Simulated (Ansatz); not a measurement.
ZrCu₄⁺. Charge 1, multiplicity 4. Geometry PBE-D4/def2-SVP; atoms count from 1.

| atom | x (Å) | y (Å) | z (Å) |
| --- | --- | --- | --- |
| Zr1 | -1.563 | 0.247 | 0.253 |
| Cu2 | 0.529 | 1.276 | 1.472 |
| Cu3 | 0.712 | 0.792 | -0.900 |
| Cu4 | 0.682 | -1.013 | 0.675 |
| Cu5 | -0.360 | -1.303 | -1.500 |

In the def2 sets Zr takes a core potential; there is no spin–orbit coupling. The structure comes from a short search, and lower isomers may exist.

(1) Estimate the Mulliken populations from the PBE0/def2-TZVP orbitals of Ansatz.

(2) Where does the spin sit?

(3) And the Mayer bond orders between heavy atoms (over 0.3)?

Answers

(1) 
```tsv
atom	charge (e)	spin (α − β)	d electrons
Zr1	0.45	2.48	2.57
Cu2	0.07	0.03	9.83
Cu3	0.20	0.23	9.82
Cu4	0.20	0.23	9.82
Cu5	0.07	0.03	9.83
```
Mulliken values depend strongly on the basis.

(2) Summed by element: Zr 2.48, Cu 0.52, of 3 unpaired in all. Largest on single atoms: Zr1 2.48, Cu3 0.23, Cu4 0.23.

(3) Zr1–Cu2 0.75 (2.63 Å); Zr1–Cu3 0.60 (2.61 Å); Zr1–Cu4 0.60 (2.61 Å); Zr1–Cu5 0.75 (2.63 Å); Cu2–Cu3 0.34 (2.43 Å); Cu2–Cu4 0.34 (2.43 Å); Cu3–Cu4 0.32 (2.40 Å); Cu3–Cu5 0.34 (2.43 Å); Cu4–Cu5 0.34 (2.43 Å).
